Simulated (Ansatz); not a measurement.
Input (CCSDT(Q)/cc-pVDZ; Ansatz, a quantum-chemistry and plane-wave program):

Ansatz 0.2 input:
```yaml
crystal:
  periodic: [false, false, false]
  atoms:
    - {symbol: B, position_ang: [0.24939238, -0.39182360, -0.48070817]}
    - {symbol: As, position_ang: [0.21075985, -1.32310640, 1.26627775]}
    - {symbol: H, position_ang: [0.10916137, -2.74685630, 0.74636737]}
    - {symbol: H, position_ang: [-1.27378357, -1.18880395, 1.59134254]}
    - {symbol: As, position_ang: [-0.15194145, 1.42391380, -1.16097928]}
    - {symbol: H, position_ang: [-1.63015735, 1.51029294, -0.79356963]}
    - {symbol: H, position_ang: [-0.39318973, 1.05784089, -2.61544919]}
basis:
  gaussian:
    orbitals: cc-pVDZ
magnetization: {spin_polarized: true, initial_magnetization: 1}
correlation: {method: ccsdt_q, electrons: outside_noble_gas}
```

Output:

```
Functional definition: HF
integrals: 0.23 GiB planned
1790 factors; integrals over basis functions are off by at most 1.8e-7 eV
mean field: 0.97 GiB planned
mean field evaluation 1: about -122321.0671 eV, gradient 1.0e1 eV
mean field evaluation 2: about -122321.1158 eV, gradient 1.0e1 eV
mean field evaluation 4: about -122322.7253 eV, gradient 1.3e0 eV
mean field evaluation 8: about -122322.7674 eV, gradient 1.2e-1 eV
mean field evaluation 16: about -122321.0672 eV, gradient 1.0e1 eV
mean field evaluation 32: about -122321.0652 eV, gradient 3.2e0 eV
mean field evaluation 64: about -122321.3438 eV, gradient 2.3e-2 eV
mean field -122322.76814699 eV, -4495.2788160519 hartree, gradient 2.7e-6 eV, S^2 0.760614; 3 other end points of the search recorded, 0 dependent functions left out
determinant -122322.76814699 eV, -4495.2788160519 hartree, with singles and doubles -122331.93934969 eV, -4495.6158515344 hartree
determinant -122321.34386190 eV, -4495.2264745401 hartree, with singles and doubles -122330.52878596 eV, -4495.5640142734 hartree
29 core orbitals not correlated
reference -122322.76814699 eV, -4495.2788160519 hartree; 9, 8 occupied and 50, 51 virtual orbitals, 1790 factors
second order -7.73443016 eV of doubles, -0.00000000 eV of singles
coupled cluster: 3.40 GiB planned
cycle   1  -8.72557355 eV  change   -9.9e-1 eV  update   1.1e-1
cycle   2  -9.27946771 eV  change   -5.5e-1 eV  update   4.7e-2
cycle   3  -9.53732620 eV  change   -2.6e-1 eV  update   2.9e-2
cycle   4  -9.52603566 eV  change    1.1e-2 eV  update   1.1e-2
cycle   5  -9.52647091 eV  change   -4.4e-4 eV  update   6.9e-3
cycle   6  -9.52955055 eV  change   -3.1e-3 eV  update   3.3e-3
cycle   7  -9.52836421 eV  change    1.2e-3 eV  update   2.2e-3
cycle   8  -9.53007067 eV  change   -1.7e-3 eV  update   1.6e-3
cycle   9  -9.53120731 eV  change   -1.1e-3 eV  update   9.7e-4
cycle  10  -9.52981207 eV  change    1.4e-3 eV  update   5.9e-4
cycle  11  -9.53014538 eV  change   -3.3e-4 eV  update   3.5e-4
cycle  12  -9.53023932 eV  change   -9.4e-5 eV  update   1.8e-4
cycle  13  -9.53042742 eV  change   -1.9e-4 eV  update   9.6e-5
cycle  14  -9.53047669 eV  change   -4.9e-5 eV  update   4.9e-5
cycle  15  -9.53045321 eV  change    2.3e-5 eV  update   2.6e-5
cycle  16  -9.53042841 eV  change    2.5e-5 eV  update   1.5e-5
cycle  17  -9.53042656 eV  change    1.8e-6 eV  update   7.9e-6
cycle  18  -9.53042416 eV  change    2.4e-6 eV  update   4.5e-6
cycle  19  -9.53042665 eV  change   -2.5e-6 eV  update   2.5e-6
cycle  20  -9.53042715 eV  change   -5.0e-7 eV  update   1.5e-6
perturbative correction -0.01869354 eV, -0.0006869750 hartree
Total energy: -122332.31726769 eV, -4495.6297397647 hartree
```
